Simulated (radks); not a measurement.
Values are calculated unless marked as measured or tabulated.
Ionisation of Be, [He] 2s2, to Be+, [He] 2s1, under several functionals. Dirac Kohn-Sham, spin-unpolarised, spherical densities, point nucleus; a radial shooting solver on a logarithmic mesh with Libxc functionals.

functional                                        E(Be) (hartree)  Exc (hartree)  IE (eV)  -e(HOMO) (eV)  <r> HOMO (bohr)  IE error (eV)
BP86                                                    -14.66237       -2.75166    9.640          5.704            2.604         +0.317
B86b exchange with PBE correlation                      -14.65608       -2.74529    9.579          5.633            2.599         +0.257
exchange-only LDA                                       -14.22610       -2.27849    8.489          4.627            2.682         -0.834
LDA (Slater exchange, Perdew-Zunger correlation)        -14.44903       -2.51449    9.520          5.606            2.619         +0.197
OLYP                                                    -14.67065       -2.76437    9.435          5.484            2.611         +0.113
PW91                                                    -14.65087       -2.73924    9.579          5.639            2.604         +0.257
HCTH/407                                                -14.67722       -2.76704    9.663          5.749            2.615         +0.340

NIST Atomic Spectra Database: 9.323 eV (measured). Closest: OLYP. The Delta-SCF values span 1.17 eV, the total energies 0.45 hartree. The highest occupied level is 2s1/2. Spin polarisation and multiplet splitting are left out, so open shells lie too high by an amount that depends on their filling.

Beside tabulated values, note that spin-unpolarised runs miss the spin-polarisation part of the exchange energy of open shells.
